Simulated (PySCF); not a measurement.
Ruthenium: a sound run and one with changed settings

Sound run: Ru [Kr] 4d7 5s1, Ru⁺ [Kr] 4d7. Computed with PySCF 2.14 in def2-TZVP with the def2 core potential (28 electrons), with a scalar-relativistic core potential. The sound run starts from symmetry-adapted Hartree-Fock orbitals and uses a fine grid where one is needed.

A second run was set up differently.

```
species  method  sound run (hartree)  changed run (hartree)  converged
     Ru     UHF            -94.12114              -91.73681         no
     Ru   M06-L                  n/a              -90.12643         no
     Ru     PBE            -94.81719              -89.50706         no
    Ru⁺     UHF            -93.88957              -92.55934         no
    Ru⁺   M06-L            -94.59091              -91.30305         no
    Ru⁺     PBE            -94.53081              -90.91581         no
```

What was changed?
A. angular grid far too coarse
B. all electrons correlated in a valence basis
C. too few SCF iterations
D. level shift left on

C. It used initial guess 1e, at most 2 SCF cycles. The SCF was stopped early; the energies are upper bounds that still move, and correlated levels were skipped or rest on poor orbitals.
